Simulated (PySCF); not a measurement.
**2 InH₃ → In₂H₆**

Level: PBE0 in the def2-TZVP basis family, computed in PySCF with density fitting; scalar-relativistic core potentials for atoms from Rb on, none lighter, no spin–orbit coupling; open shells unrestricted.

```json
{"species": "InH₃", "state and structure": "singlet, D3h, In–H 1.724 Å (×3)", "E (Eh)": "-191.88524", "ZPE (kJ/mol)": "43.6", "H(298 K) − H(0) (kJ/mol)": "11.1", "S° (J/(mol K))": "229.1"}
{"species": "In₂H₆", "state and structure": "singlet, D2h, In–H 1.706 Å (×4), In–H 1.942 Å (×4); H–In–H 81.5° (×2), H–In–H 107.4° (×8), H–In–H 133.6° (×2), In–H–In 98.5° (×2)", "E (Eh)": "-383.80910", "ZPE (kJ/mol)": "100.2", "H(298 K) − H(0) (kJ/mol)": "18.1", "S° (J/(mol K))": "321.2"}
```

(1) What is the electronic reaction energy?

(2) Add zero-point, thermal and entropy terms for 298.15 K and 1 bar.

## Answers

(1) At PBE0/def2-TZVP, ΔE = -101.4 kJ/mol from the differences of the total energies times 2625.5, downhill.

(2) ΔZPE = 13.0 and Δ[H(298) − H(0)] = -4.1 kJ/mol give ΔH° = -92.5 kJ/mol. ΔS° = -137.0 J/(mol K), so ΔG° = -92.5 − 298.15 × (-0.1370) = -52 kJ/mol and log₁₀K = 9.0. ΔG° would change sign near 680 K if ΔH° and ΔS° stayed fixed.

The structures come from searches over a few start shapes, so lower isomers are not excluded.
